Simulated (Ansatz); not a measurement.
Consider the hydrogenolysis of a Ge–Si bond: `[OH][Ge]([OH])([SiH3])[GeH3]` + H₂ → `[OH][GeH]([OH])[GeH3]` + SiH₄.

Isolated molecules relaxed with PBE0-D4/def2-TZVP in Ansatz; ΔE leaves out vibrations. CCSD(T)/CBS adds triple-zeta CCSD(T) − MP2 to the extrapolated MP2 energy (def2 sets, frozen cores). This one scheme is used for every species. Functionals use def2-TZVPP. B3LYP here is the variant with VWN-RPA as its local correlation; programs differ in this. For Ge outer-core shells are correlated without core-valence functions, which leaves a few kJ/mol of doubt a bond. Scalar relativity is left out up to krypton. Each species was taken in one conformer, which may not be the lowest.

```tsv
level	ΔE (kJ/mol)	difference from CCSD(T)/CBS
PBE-D4	9.2	12.6
r2SCAN-D4	1.2	4.6
PBE0-D4	1.2	4.6
PBE	1.6	5.0
r2SCAN	-1.0	2.4
PBE0	-5.8	-2.4
B3LYP	-14.2	-10.8
HF/def2-TZVPP	-40.2	-36.8
MP2/def2-TZVPP	-4.4	-1.0
SCS-MP2/def2-TZVPP	-12.4	-9.0
CCSD/def2-TZVPP	-13.7	-10.3
CCSD(T)/def2-TZVPP	-7.6	-4.2
MP2/def2-QZVPP	-2.3	1.1
SCS-MP2/def2-QZVPP	-10.7	-7.3
HF/CBS(def2)	-41.3	-37.9
CCSD/CBS(def2)	-9.5	-6.1
CCSD(T)/CBS	-3.4	0
```

Largest T1 diagnostic among the species: 0.013.

The D4 term adds +12.2 kJ/mol with B3LYP and +7.0 kJ/mol with PBE0; it sums over pairs of atoms, weighted by their polarisabilities, and B3LYP, whose exchange is more repulsive, gets the larger term. From PBE to PBE0 (25 % exact exchange), in def2-TZVPP and without D4, ΔE moves by −7.4 kJ/mol.
